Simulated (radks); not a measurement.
Results of a calculation; reference values are marked as such.
Species: Zn15+. Configuration: [Ne] 3p3 4s2 (not the ground configuration). Level of theory: non-relativistic Kohn-Sham, PBEsol, spin-unpolarised, spherical densities, point nucleus (a radial shooting solver on a logarithmic mesh with Libxc functionals).

Normalised radial functions P(r) = r R(r), r in bohr:

```
   r/bohr * 4s (the largest magnitude, 1.14, reaches the edge; | marks zero)
 0.001676                             |*
 0.002422                             |*
 0.003472                             | *
 0.005016                             |  *
  0.00719                             |   *
  0.01039                             |    *
  0.01489                             |     *
  0.02151                             |      *
  0.03108                             |      *
  0.04455                             |    *
  0.06437                             *
  0.09226                       *     |
   0.1333                  *          |
   0.1911                   *         |
   0.2761                             |  *
   0.3989                             |               *
   0.5717                             |          *
    0.826              *              |
    1.184  *                          |
    1.711                *            |
    2.452                           * |
    3.543                             *
```

4s: eigenvalue -283.31 eV, 3 radial nodes at r = 0.0660, 0.259, 0.674 bohr, <r> = 1.14 bohr, 90 % of the charge inside 1.60 bohr.
